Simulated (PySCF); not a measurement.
Compound: CH8GeSi.
Structure used (PBE0-D3(BJ)/def2-SVP), in Å, numbered top down from 1:
```xyz
11
CH8GeSi angstrom
Si     1.4997    0.6410   -0.0038
C      0.2443   -0.7518   -0.1337
Ge    -1.6221   -0.1941    0.0817
H      2.8938    0.1252   -0.1761
H      1.2448    1.6717   -1.0575
H      1.4055    1.3045    1.3336
H      0.4667   -1.5145    0.6307
H      0.3473   -1.2407   -1.1166
H     -1.9889    0.8402   -0.9994
H     -1.8204    0.4464    1.4689
H     -2.5618   -1.4082   -0.0490
```

The calculation used core-valence-separated Tamm–Dancoff BHandHLYP/aug-pcX-1 (pcseg-1 on H, def2-SVPD on Si, def2-SVPD on Ge) in PySCF, non-relativistic, gas phase, PBE0-D3(BJ)/def2-SVP geometry. No empirical shift is added; at this level the pattern usually sits a few eV under experiment.

The lowest roots of each edge with f over 0.003 (five at most, numbered afresh; weaker and dark ones are left out), with transition dipoles (au) in the frame of the coordinates:

| root | edge | E (eV) | μx | μy | μz |
| --- | --- | --- | --- | --- | --- |
| 1 | C | 285.61 | -0.0557 | 0.0436 | 0.0107 |
| 2 | C | 285.89 | -0.0047 | 0.0106 | -0.0675 |
| 3 | C | 286.25 | -0.0446 | -0.0519 | -0.0051 |
| 4 | C | 286.36 | -0.0287 | -0.0090 | 0.0007 |
| 5 | C | 286.96 | -0.0286 | 0.0101 | 0.0035 |

Task: What are the oscillator strengths?

Result: f = (2/3) ΔE |μ|², with ΔE in hartree (27.2114 eV):

```
root  ΔE (Eh)  |μ|² (au)      f  core hole on
   1  10.4960   0.005120  0.036            C2
   2  10.5062   0.004695  0.033            C2
   3  10.5196   0.004702  0.033            C2
   4  10.5236   0.000907  0.006            C2
   5  10.5458   0.000932  0.007            C2
```

Task: Molecules are fixed in this frame and the field points along (1, 0, −1)/√2. What effective strengths 3 f cos²θ do the roots have (θ between field and μ)?

Result: root 1 (C2): 0.046, root 2 (C2): 0.042, root 3 (C2): 0.016, root 4 (C2): 0.009, root 5 (C2): 0.011. Averaged over all orientations cos²θ is 1/3, which gives f back.

 Relativistic effects, spin–orbit coupling among them, are left out although an element past zinc is present.
